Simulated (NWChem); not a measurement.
# C3H4O2Si; SMILES C#C[SiH2]OC=O

```xyz
10

C      1.0869     2.5360    -0.2273
C      0.2790     1.6506    -0.0344
Si    -0.9704     0.3642     0.2626
O     -0.6509    -1.0410    -0.6645
C      0.4028    -1.8219    -0.3610
O      1.1898    -1.6089     0.5278
H      1.8053     3.3083    -0.3955
H     -1.0622     0.0220     1.6972
H     -2.2786     0.8023    -0.2673
H      0.4487    -2.6885    -1.0374
```
Atoms are numbered in this order, from 1.

Level: B3LYP/6-31G* (spherical d) (NWChem), optimised geometry, unscaled harmonic frequencies. 

List the harmonic frequencies with IR intensities, and the thermochemistry.


| frequency (cm⁻¹) | IR intensity (km/mol) |
|---|---|
| 63 | 1.8 |
| 119 | 3.2 |
| 161 | 4.7 |
| 240 | 7.0 |
| 243 | 7.1 |
| 374 | 33.6 |
| 621 | 34.9 |
| 643 | 51.4 |
| 680 | 38.2 |
| 706 | 27.9 |
| 721 | 36.1 |
| 737 | 58.9 |
| 809 | 19.0 |
| 908 | 409.9 |
| 969 | 161.9 |
| 1046 | 0.1 |
| 1214 | 372.0 |
| 1410 | 2.3 |
| 1821 | 252.4 |
| 2166 | 64.1 |
| 2306 | 99.5 |
| 2311 | 127.1 |
| 3077 | 71.8 |
| 3480 | 36.3 |

```
Quantity                                                                            Value
-----------------------------------------------------------------------  ----------------
zero-point energy                                                           38.3 kcal/mol
thermal correction to the enthalpy at 298.15 K (with zero-point energy)     43.5 kcal/mol
heat capacity Cv                                                         24.2 cal/(mol K)
entropy at 298.15 K and 1 atm (symmetry number 1)                        84.3 cal/(mol K)
dipole moment                                                                      1.41 D
```

Rigid rotor and harmonic oscillator; modes under 100 cm⁻¹ make the entropy uncertain.
